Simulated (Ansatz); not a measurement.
Input for Ansatz (development build ahead of 0.2.0):

```yaml
crystal:
  periodic: [false, false, false]
  atoms:
    - { symbol: H, position_ang: [-0.00925, -0.00115, -0.55426] }
    - { symbol: H, position_ang: [-0.00578, 0.0047, 0.54396] }
basis:
  gaussian: { orbitals: cc-pVDZ }
total_charge: 1
magnetization:
  spin_polarized: true
  initial_magnetization: 1
hamiltonian:
  xc: hf
```

The input is written out in the form of the current development build from the run's settings.

The run gave:

```json
{
  "Converged": "yes",
  "Total energy": "-0.59981 hartree",
  "Spin squared of the determinant": "0.750"
}
```

Caution: the charge can sit on one fragment and break the point group.
